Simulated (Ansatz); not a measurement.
Ansatz (a quantum-chemistry and plane-wave program) input (B3LYP/LANL2DZ): The .json file is the Basis Set Exchange's LANL2DZ.

Ansatz 0.2 input:
```yaml
crystal:
  periodic: [false, false, false]
  atoms:
    - {symbol: F, position_ang: [-1.90484661, -1.05629693, 0.00370976]}
    - {symbol: C, position_ang: [-1.21809705, 0.00093282, -0.01148083]}
    - {symbol: F, position_ang: [-1.90281836, 1.05921285, -0.03959781]}
    - {symbol: I, position_ang: [0.78448240, -0.00060076, 0.00739391]}
basis:
  gaussian:
    orbitals: LANL2DZ.json
hamiltonian:
  xc: {name: B3LYP}
total_charge: 1
relax: {f_tol: 0.003, max_steps: 120}
```

From the last part of the output:

```
mean field -6769.14791410 eV, -248.7615975500 hartree, gradient 2.4e-5 eV, S^2 0.000000; 0 other end points of the search recorded, 0 dependent functions left out
the calculation of the forces begins
reference -6769.14808640 eV, -248.7616038819 hartree; 15, 15 occupied and 20, 20 virtual orbitals, 462 factors
relax step   1: F+E_penalty+E_count = -6769.14791410 eV  Δ(F+E_penalty+E_count) = +0.000e0 eV  max|allowed force component| = 2.955e0 eV/Å  Δτ_max = 0.0000 Å  (26 SCF iters, accepted)
these checks for a lower state are left out or cut short: starts, cluster_reference, orbital_swaps, neighbouring_geometries, increment
integrals: 0.01 GiB planned
462 factors; integrals over basis functions are off by at most 7.0e-5 eV
mean field: 0.09 GiB planned
mean field -6769.30056420 eV, -248.7672073376 hartree, gradient 2.6e-5 eV, S^2 0.000000; 0 other end points of the search recorded, 0 dependent functions left out
the calculation of the forces begins
reference -6769.30073868 eV, -248.7672137497 hartree; 15, 15 occupied and 20, 20 virtual orbitals, 462 factors
relax step   2: F+E_penalty+E_count = -6769.30056420 eV  Δ(F+E_penalty+E_count) = -1.527e-1 eV  max|allowed force component| = 1.409e0 eV/Å  Δτ_max = 0.0318 Å  (26 SCF iters, accepted)
these checks for a lower state are left out or cut short: starts, cluster_reference, orbital_swaps, neighbouring_geometries, increment
integrals: 0.01 GiB planned
462 factors; integrals over basis functions are off by at most 7.0e-5 eV
mean field: 0.09 GiB planned
mean field evaluation 32: about -6769.3266 eV, gradient 2.0e-5 eV
mean field -6769.32657762 eV, -248.7681633130 hartree, gradient 2.0e-5 eV, S^2 0.000000; 0 other end points of the search recorded, 0 dependent functions left out
the calculation of the forces begins
reference -6769.32675250 eV, -248.7681697400 hartree; 15, 15 occupied and 20, 20 virtual orbitals, 462 factors
relax step   3: F+E_penalty+E_count = -6769.32657762 eV  Δ(F+E_penalty+E_count) = -2.601e-2 eV  max|allowed force component| = 3.514e-1 eV/Å  Δτ_max = 0.0148 Å  (26 SCF iters, accepted)
these checks for a lower state are left out or cut short: starts, cluster_reference, orbital_swaps, neighbouring_geometries, increment
integrals: 0.01 GiB planned
462 factors; integrals over basis functions are off by at most 7.0e-5 eV
mean field: 0.09 GiB planned
mean field -6769.32715282 eV, -248.7681844513 hartree, gradient 2.6e-5 eV, S^2 0.000000; 0 other end points of the search recorded, 0 dependent functions left out
the calculation of the forces begins
reference -6769.32732770 eV, -248.7681908783 hartree; 15, 15 occupied and 20, 20 virtual orbitals, 462 factors
relax step   4: F+E_penalty+E_count = -6769.32715282 eV  Δ(F+E_penalty+E_count) = -5.752e-4 eV  max|allowed force component| = 1.159e-1 eV/Å  Δτ_max = 0.0091 Å  (27 SCF iters, accepted)
these checks for a lower state are left out or cut short: starts, cluster_reference, orbital_swaps, neighbouring_geometries, increment
integrals: 0.01 GiB planned
462 factors; integrals over basis functions are off by at most 7.0e-5 eV
mean field: 0.09 GiB planned
mean field -6769.32787576 eV, -248.7682110188 hartree, gradient 2.6e-5 eV, S^2 0.000000; 0 other end points of the search recorded, 0 dependent functions left out
the calculation of the forces begins
reference -6769.32805059 eV, -248.7682174437 hartree; 15, 15 occupied and 20, 20 virtual orbitals, 462 factors
relax step   5: F+E_penalty+E_count = -6769.32787576 eV  Δ(F+E_penalty+E_count) = -7.229e-4 eV  max|allowed force component| = 1.884e-3 eV/Å  Δτ_max = 0.0053 Å  (27 SCF iters, accepted)
integrals: 0.01 GiB planned
462 factors; integrals over basis functions are off by at most 7.0e-5 eV
mean field: 0.09 GiB planned
mean field evaluation 64: about -6769.3279 eV, gradient 7.4e-5 eV
mean field -6769.32787576 eV, -248.7682110188 hartree, gradient 2.6e-5 eV, S^2 0.000000; 1 other end points of the search recorded, 0 dependent functions left out
the calculation of the forces begins
reference -6769.32805059 eV, -248.7682174437 hartree; 15, 15 occupied and 20, 20 virtual orbitals, 462 factors
Total energy: -6769.32805059 eV, -248.7682174437 hartree
Atom 0 at    -1.928204    -1.097209     0.004328 Å, force    -0.000480    -0.000441     0.000005 eV/Å
Atom 1 at    -1.198687     0.000918    -0.011298 Å, force    -0.000925     0.000001    -0.000009 eV/Å
Atom 2 at    -1.926097     1.100161    -0.040655 Å, force    -0.000479     0.000442    -0.000014 eV/Å
Atom 3 at     0.811707    -0.000622     0.007651 Å, force     0.001884    -0.000001     0.000018 eV/Å
Dipole moment:     0.004811    -0.000004     0.000045 e Å
```

The dipole moment of an ion depends on the origin.
